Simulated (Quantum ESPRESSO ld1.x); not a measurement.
Results of a calculation; reference values are marked as such.
The bismuth ion Bi4+, configuration [Xe] 4f14 5d10 6s1.

Code: ld1.x of Quantum ESPRESSO 7.5. Model: scalar-relativistic Kohn-Sham, PBE, spin-unpolarised, spherical densities, point nucleus.

Energy parts (eV):
part                      energy
total                  -585790.3
kinetic                 664740.7
electron-nucleus      -1461338.1
Hartree                 221511.6
exchange-correlation    -10704.5

Orbitals (lengths in bohr, moments of r in powers of bohr; <r^-3> diverges for s and p1/2; r(90%) holds 90 % of the orbital's charge):
orbital  occ.  eigenvalue (eV)      <r>  r(90%)  <r^-3>
1s          2         -90730.6  0.01578  0.0290       -
2s          2         -16335.4  0.06646   0.103       -
2p          6         -13975.9  0.06055  0.0988   31050
3s          2         -3974.52   0.1716   0.252       -
3p          6         -3300.60   0.1737   0.260    7236
3d         10         -2624.82   0.1575   0.244   871.3
4s          2         -944.073   0.3770   0.540       -
4p          6         -723.321   0.4025   0.583    1792
4d         10         -471.303   0.4224   0.628   191.5
5s          2         -198.803   0.8304    1.18       -
4f         14         -193.818   0.4409   0.697   39.37
5p          6         -136.795   0.9461    1.36   343.9
5d         10         -67.4577    1.205    1.79   25.13
6s          1         -50.9240    1.952    2.77       -

The highest occupied level is 6s at -50.924 eV. For comparison, the ionisation energy in NIST's Atomic Spectra Database is 54.86 eV (measured). In exact Kohn-Sham theory the highest level is minus the ionisation energy, but local and semilocal functionals leave it too shallow, through self-interaction and a potential that decays too fast; potentials with the right tail come closer. The density falls to 0.001 e/bohr^3 at r = 3.20 bohr. Summed over all electrons, <r^2> = 35.81 bohr^2, which gives a Langevin (diamagnetic) susceptibility term of -28.4 x 10^-6 cm^3/mol.

Beside tabulated values, note that spin-unpolarised runs miss the spin-polarisation part of the exchange energy of open shells, and scalar-relativistic runs lack spin-orbit coupling.
